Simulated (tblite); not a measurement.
Species: C4H5ClFGe (doublet state).
Atom-mapped SMILES: `[F:1][Ge@@H:2]1[C:3]=[CH:4][C@@H:5]([Cl:6])[CH2:7]1` (hydrogens: H8 on Ge2; H9 on C4; H10 on C5; H11, H12 on C7)
Bond orders are those of one Lewis drawing.

Computed with GFN2-xTB (tblite), gas phase: L-BFGS steps from a force-field or distance-geometry start until the largest atomic force falls under 0.01 eV/Å.

Step 14: E = -605.0149 eV
```
atom  x, y, z in Å  |  force x, y, z in eV/Å
F1      3.0019    0.2117   -0.4210   -0.010   0.037  -0.066
Ge2     1.5288   -0.3042    0.3766    0.026   0.050   0.015
C3      0.4576   -1.5310   -0.6837   -0.110  -0.027  -0.014
C4     -0.7799   -1.1150   -0.8004    0.014   0.014   0.030
C5     -1.1636    0.1890   -0.1179   -0.050  -0.032   0.057
Cl6    -1.8472   -0.2833    1.4781   -0.005   0.034  -0.066
C7      0.0654    1.0613    0.1299   -0.050  -0.039   0.006
H8      2.1023   -0.6709    1.7228    0.022  -0.031   0.036
H9     -1.5809   -1.6597   -1.2814    0.082   0.044  -0.027
H10    -1.9620    0.7114   -0.6524    0.036  -0.021   0.042
H11     0.2635    1.6673   -0.7580    0.062  -0.053   0.078
H12    -0.0846    1.7228    0.9815   -0.018   0.024  -0.092
```

Step 15: E = -605.0167 eV
```
atom  x, y, z in Å  |  force x, y, z in eV/Å
F1      3.0012    0.2124   -0.4208   -0.002   0.048  -0.083
Ge2     1.5289   -0.3026    0.3758    0.024   0.024   0.072
C3      0.4566   -1.5303   -0.6798   -0.051  -0.058  -0.030
C4     -0.7794   -1.1143   -0.7997   -0.040   0.030   0.021
C5     -1.1665    0.1878   -0.1182   -0.024  -0.011   0.098
Cl6    -1.8494   -0.2831    1.4793   -0.013   0.031  -0.078
C7      0.0619    1.0583    0.1318    0.004  -0.020   0.009
H8      2.1078   -0.6718    1.7197    0.015  -0.028   0.033
H9     -1.5786   -1.6562   -1.2844    0.057   0.013  -0.040
H10    -1.9626    0.7127   -0.6523    0.015  -0.026   0.033
H11     0.2685    1.6605   -0.7549    0.045  -0.025   0.019
H12    -0.0870    1.7261    0.9776   -0.031   0.021  -0.053
```

**Question.** Estimate the geometry and energy of step 16. (The exact step hangs on the optimiser's Hessian estimate; all steps are aligned on step 15, rigid shifts and turns removed.)

**Answer.** E = -605.0181 eV, largest force 0.102 eV/Å
```
atom  x, y, z in Å  |  force x, y, z in eV/Å
F1      3.0005    0.2140   -0.4221   -0.007   0.053  -0.087
Ge2     1.5293   -0.3009    0.3766    0.012  -0.018   0.087
C3      0.4547   -1.5307   -0.6769    0.013  -0.054  -0.021
C4     -0.7797   -1.1130   -0.7987   -0.061   0.028   0.010
C5     -1.1693    0.1867   -0.1167    0.011   0.011   0.089
Cl6    -1.8517   -0.2825    1.4790   -0.031   0.018  -0.048
C7      0.0589    1.0555    0.1337    0.049   0.002   0.013
H8      2.1132   -0.6732    1.7175    0.013  -0.025   0.035
H9     -1.5757   -1.6531   -1.2880    0.019  -0.012  -0.053
H10    -1.9629    0.7132   -0.6515   -0.007  -0.021   0.020
H11     0.2736    1.6540   -0.7522    0.028  -0.006  -0.033
H12    -0.0897    1.7293    0.9733   -0.038   0.024  -0.012
```

The energy changes by -0.0014 eV. The first-order estimate −F·Δx gives -0.0020 eV and the mean of the old and new forces, exact on a quadratic surface, -0.0014 eV. The step makes an angle of 58° with the force vector and moves no atom by more than 0.009 Å.

What follows is the cost of the whole relaxation. Time: 0.46 s wall. Hardware: an Arm Neoverse V1 with one thread (shared host).
